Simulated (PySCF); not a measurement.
# Which basis set comes closest?

Molecule: `CCCS(=O)(=O)Cl`, C3H7ClO2S.

Geometry:
```json
{"atom": "C1", "x (Å)": "-3.394", "y (Å)": "3.521", "z (Å)": "-1.172"}
{"atom": "C2", "x (Å)": "-4.171", "y (Å)": "2.796", "z (Å)": "-2.259"}
{"atom": "C3", "x (Å)": "-5.073", "y (Å)": "1.678", "z (Å)": "-1.767"}
{"atom": "S4", "x (Å)": "-6.545", "y (Å)": "2.193", "z (Å)": "-0.883"}
{"atom": "O5", "x (Å)": "-7.335", "y (Å)": "1.018", "z (Å)": "-0.584"}
{"atom": "O6", "x (Å)": "-6.229", "y (Å)": "3.173", "z (Å)": "0.134"}
{"atom": "Cl7", "x (Å)": "-7.539", "y (Å)": "3.219", "z (Å)": "-2.432"}
{"atom": "H8", "x (Å)": "-2.791", "y (Å)": "2.815", "z (Å)": "-0.578"}
{"atom": "H9", "x (Å)": "-4.064", "y (Å)": "4.052", "z (Å)": "-0.484"}
{"atom": "H10", "x (Å)": "-2.705", "y (Å)": "4.253", "z (Å)": "-1.618"}
{"atom": "H11", "x (Å)": "-4.777", "y (Å)": "3.502", "z (Å)": "-2.850"}
{"atom": "H12", "x (Å)": "-3.474", "y (Å)": "2.329", "z (Å)": "-2.974"}
{"atom": "H13", "x (Å)": "-4.579", "y (Å)": "1.022", "z (Å)": "-1.030"}
{"atom": "H14", "x (Å)": "-5.471", "y (Å)": "1.049", "z (Å)": "-2.576"}
```

Geometry PBE0-D3(BJ)/def2-SVP throughout; GIAO in PySCF 2.14, gas phase, one conformer, non-relativistic; equivalent atoms averaged; functional PBE0.

Reference values (measured; solution, not stated per compound (mostly CDCl3 or CCl4); Pretsch, Buehlmann, Badertscher, Structure Determination of Organic Compounds, 4th ed. (2009)): δ(C3) = 67.1 ppm, δ(C2) = 18.4 ppm, δ(C1) = 12.1 ppm. Computed shifts are taken against TMS, calculated as an isolated molecule at each level.

Q: How do the basis sets STO-3G, 6-31G, 6-31G*, pcSseg-1, 6-311+G(2d,p) perform against the reference? Times are CPU seconds on 1 thread of an Arm Neoverse V2, shared host.

A: 
```tsv
basis set	functions	C3	C2	C1	mean abs. error C	core-s
STO-3G	50	45.8	24.3	18.7	11.3	4.2
6-31G	85	72.9	19.9	12.7	2.6	8.4
6-31G*	120	65.9	18.8	12.1	0.5	12
pcSseg-1	168	72.4	20.4	12.9	2.7	16
6-311+G(2d,p)	247	71.5	21.1	12.2	2.4	33
```

For 13C the closest is 6-31G* (0.5 ppm) and the furthest STO-3G (11.3 ppm). Where a smaller basis beats a larger one, errors probably cancel. One molecule is a small sample, and vibrational and solvent effects are absent from the calculation.

A small basis that lands close on one nucleus may do so by chance; judge by the trend and by all nuclei.
